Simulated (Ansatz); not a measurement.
Calculated with Ansatz (gas phase, PBE0-D4/def2-TZVP geometries, no zero-point term in ΔE). CCSD(T)/CBS is the MP2 limit (def2-TZVPP, def2-QZVPP) plus CCSD(T) − MP2 in def2-TZVPP, frozen cores. DFT in def2-TZVPP. B3LYP here is the variant with VWN-RPA as its local correlation; programs differ in this. Each species was taken in one conformer, which may not be the lowest.

Reaction (isomerisation): `B[SiH2]C=O` → `[SiH3]C1BO1`

`B[SiH2]C=O`:

Cartesian coordinates in Å:
```
B -1.069 -0.265 1.260
Si 0.298 0.667 0.126
C 0.783 -0.507 -1.331
O 1.877 -0.988 -1.463
H -1.977 -0.833 0.728
H -1.026 -0.274 2.453
H 1.535 1.127 0.805
H -0.401 1.826 -0.508
H -0.020 -0.752 -2.070
```

`[SiH3]C1BO1`:

```xyz
9

Si   -0.152    1.267    0.261
C    -0.352   -0.589    0.194
B     0.655   -1.534   -0.431
O    -0.359   -1.187   -1.211
H     0.058    1.652    1.682
H     1.030    1.665   -0.545
H    -1.355    1.969   -0.257
H    -1.142   -1.025    0.806
H     1.617   -2.219   -0.499
```

CCSD(T)/CBS gives -1.37 eV.

Question: Another level gave -1.27 eV. Which?
A. B3LYP-D4/def2-TZVPP
B. B2PLYP/def2-TZVPP
C. LC-ωPBE/def2-TZVPP
D. revPBE/def2-TZVPP

Answer: A. B3LYP-D4 -1.27, LC-ωPBE -1.48, B2PLYP -1.34, revPBE -1.21 eV.

Question: What do rigid-rotor, harmonic-oscillator terms from PBE0-D4/def2-TZVP frequencies (298.15 K, 1 bar) make of the CCSD(T)/CBS value? (Estimate.)

Answer: Ansatz gave: ΔZPE = +0.07 eV, ΔH = -1.33 eV, ΔS = -27 J/(mol·K), ΔG = -1.25 eV.

Largest T1 diagnostic among the species: 0.016.

From PBE to PBE0 (25 % exact exchange), in def2-TZVPP and without D4, ΔE moves by −0.06 eV. Leaving LDA and LC-ωPBE aside and taking each functional with its dispersion term where it has one, the values, not all of them listed here, spread over 0.26 eV, from PBE-QIDH to BLYP-D4. LDA lies −0.29 eV from PBE without D4.
